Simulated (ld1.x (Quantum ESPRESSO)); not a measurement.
## u(r) = r·R(r): atom against pseudo-atom (hydrogen (H))

Columns: radius, all-electron u(r) and pseudo u(r) of the 1s shell (level -6.55 eV) of hydrogen in the configuration 1s1; PW91, non-relativistic, PAW scheme, ld1.x (Quantum ESPRESSO) 7.5.

| r (bohr) | all-electron | pseudo |
| --- | --- | --- |
| 0.047 | 0.0863 | 0.0681 |
| 0.095 | 0.1661 | 0.1367 |
| 0.142 | 0.2366 | 0.2020 |
| 0.190 | 0.3014 | 0.2660 |
| 0.237 | 0.3583 | 0.3251 |
| 0.285 | 0.4103 | 0.3813 |
| 0.332 | 0.4555 | 0.4318 |
| 0.380 | 0.4965 | 0.4784 |
| 0.427 | 0.5319 | 0.5189 |
| 0.475 | 0.5636 | 0.5552 |
| 0.522 | 0.5907 | 0.5858 |
| 0.570 | 0.6146 | 0.6124 |
| 0.617 | 0.6346 | 0.6340 |
| 0.665 | 0.6519 | 0.6522 |
| 0.712 | 0.6660 | 0.6666 |
| 0.760 | 0.6777 | 0.6783 |
| 0.807 | 0.6869 | 0.6873 |
| 0.855 | 0.6941 | 0.6942 |
| 0.902 | 0.6991 | 0.6991 |
| 0.950 | 0.7024 | 0.7024 |
| 0.997 | 0.7041 | 0.7041 |
| 1.045 | 0.7042 | 0.7042 |
| 1.092 | 0.7031 | 0.7031 |
| 1.140 | 0.7006 | 0.7006 |
| 1.187 | 0.6971 | 0.6971 |
| 1.235 | 0.6926 | 0.6926 |

(1) How many radial nodes do the two functions have?

(2) At about which radius was the pseudo-wave matched?

(3) Is the pseudo-wave norm-conserving?

## Answers

(1) The all-electron 1s function has n − l − 1 = 0; the pseudo-wave has 0.

(2) 0.95 bohr. The columns agree to 0.0005 from 0.81 bohr on; several derivatives are matched, so the curves merge somewhat inside the radius.

(3) No, it belongs to a PAW set: the norm inside the radius is not constrained, and the difference is carried by the augmentation charge.
